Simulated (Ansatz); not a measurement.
Stepwise reaction of `CO[SiH](I)OC` with hydrogen chloride, as a gas-phase model of exchange steps in deposition or etching. ΔE in kJ/mol.

Isolated molecules relaxed with PBE0-D4/def2-TZVP in Ansatz; ΔE leaves out vibrations. CBS: MP2 limit from def2 TZ/QZ plus the TZ coupled-cluster correction, frozen cores. This one scheme is used for every species. Functionals use def2-TZVPP. B3LYP here is the variant with VWN-RPA as its local correlation; programs differ in this. Elements past krypton have def2 core potentials. For I outer-core shells are correlated without core-valence functions, which leaves a few kJ/mol of doubt a bond. Each species was taken in one conformer, which may not be the lowest.

```json
{"step": "1", "reaction": "`CO[SiH](I)OC` + HCl → `CO[SiH](Cl)I` + CH₃OH", "PBE-D4": "12.5", "B3LYP-D4": "22.3", "ωB97M-V": "19.2", "CCSD(T)/CBS": "19.8"}
{"step": "2", "reaction": "`CO[SiH](Cl)I` + HCl → `Cl[SiH](Cl)I` + CH₃OH", "PBE-D4": "3.2", "B3LYP-D4": "13.6", "ωB97M-V": "11.7", "CCSD(T)/CBS": "12.5"}
```

Task: By hand: ΔE of the 2 steps together at CCSD(T)/CBS.

Result: (19.8) + (12.5) = 32.3 kJ/mol, or 16.1 kJ/mol a step.

In ΔE each step is lower than the one before. All are uphill at CCSD(T)/CBS. PBE-D4 differs from CCSD(T)/CBS by -9.3 to -7.3 kJ/mol a step. Isolated molecules leave out the surface, adducts and barriers. Largest T1 diagnostic: 0.010.
